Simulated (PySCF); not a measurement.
Job for PySCF: R-B3LYP/6-31G* on C2H8BN (SMILES CBNC).

```python
from pyscf import gto, scf, dft, mp
from pyscf.data.elements import chemcore

mol = gto.M(
    atom='''
    C    -1.99750166   -0.14655829   -0.14409704
    B    -0.52517603    0.20326792   -0.57158044
    N     0.57126014   -0.15766836    0.20514824
    C     1.97181975    0.10413961   -0.07632837
    H    -2.07147962   -0.68900243    0.80271438
    H    -2.59938558    0.76373953   -0.05540120
    H    -2.48897328   -0.75013318   -0.91412498
    H    -0.30133913    0.79734847   -1.58847007
    H     0.41615250   -0.65863781    1.06839708
    H     2.54410315   -0.82365804   -0.16438670
    H     2.43187335    0.71343704    0.70674003
    H     2.04864640    0.64372556   -1.01851825
    ''',
    basis='6-31g*',
    cart=True,
    charge=0, spin=0, verbose=3, max_memory=1800)
mf = dft.RKS(mol, xc='b3lyp')
mf.conv_tol = 1e-8
mf.max_cycle = 100
mf.kernel()
if not mf.converged:
    mf = mf.newton().run(mf.mo_coeff, mf.mo_occ)
```

Task: What total energy does the run end on?

Result: -160.6769 hartree.
